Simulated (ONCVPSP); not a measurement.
# tungsten: one change to an ONCV potential, before and after

ONCVPSP 4.0.1 input, shortened (lines: element, Z, core and valence counts, functional; n l f; lmax; l rc ep ncon nbas qcut; lloc lpopt rc5 dvloc0; l nproj debl; icmod fcfact rcfact), revPBE, scalar-relativistic:

```
  W 74.00    9    5  -102130      upf
    1    0    2.00
    2    0    2.00
    2    1    6.00
    3    0    2.00
    3    1    6.00
    3    2   10.00
    4    0    2.00
    4    1    6.00
    4    2   10.00
    4    3   13.00
    5    0    2.00
    5    1    6.00
    5    2    5.00
    6    0    2.00
    3
    0    1.45    0.00    4    7    6.70
    1    1.90    0.00    4    8    7.90
    2    1.65    0.00    4    8    6.90
    3    0.65    0.00    5   10   26.80
    4    5    0.55    0.00
    0    3    0.30
    1    3    2.40
    2    2    2.00
    3    2    3.60
    1    0.40    0.00
```

Change: all radii but the core radius scaled by about 1.31 (s 1.90, p 2.48, d 2.16, f 0.84 bohr); local potential polynomial inside 0.72 bohr (lpopt 5, dvloc0 0 Ha). In the p channel the program set the typed energies aside and used -1.694, 0.050, 2.450 Ha.

Cutoffs: the cutoffs (Ha) at which the residual kinetic energy of the hardest occupied pseudo-wave falls to 1 and 0.1 mHa per electron; they do not see the model core or the augmentation charge, which bear on the density cutoff. Errors are all-electron minus pseudo energies relative to the spin-unpolarised reference configuration.

**Question.** What does the change do?

**Answer.** The potential gets softer (315 Ha and 343 Ha → 252 Ha and 280 Ha); the bound ghosts move from p, s to s; the lowest positive-energy flag moves from d at 45.6 eV to p at 25.2 eV; of the 4 tests that both files solve, the error grows in 0 and shrinks in 4 by more than 15 % and 0.3 meV (median size 406.8 → 227.6 meV). A larger radius leaves more room for a smooth pseudo-wave, so fewer plane waves are needed. That the errors move this way runs against the usual rule that smaller radii transfer better.

```csv
quantity,base,changed
"cutoff, loose",315 Ha,252 Ha
"cutoff, tight",343 Ha,280 Ha
loose cutoff by channel,"s 22 Ha, p 12 Ha, d 15 Ha, f 315 Ha","s 15 Ha, p 12 Ha, d 15 Ha, f 252 Ha"
bound ghosts,"s, p",s
GHOST(+) flags under 300 eV,d at 45.6 eV,p at 25.2 eV
"error for 4f14 5s2 5p6 5d4 6s2, meV [ΔE -32.72 eV]",-430,-265
"error for 4f14 5s2 5p6 5d4 6s1, meV [ΔE -23.92 eV]",-384,-190
"error for 4f14 5s2 5p6 5d4 6s0, meV [ΔE -8.37 eV]",-335,-100
"error for 4f14 5s2 5p6 5d3 6s2 6p1, meV [ΔE -28.71 eV]",-533,-386
"rms error of d²Exc/dni dnj with the model core, mHa",1.37,2.30
```

 A true bound ghost makes a file unfit for plane-wave use even where its test errors are small: the radial tests pick states by their node count and pass the ghost by.
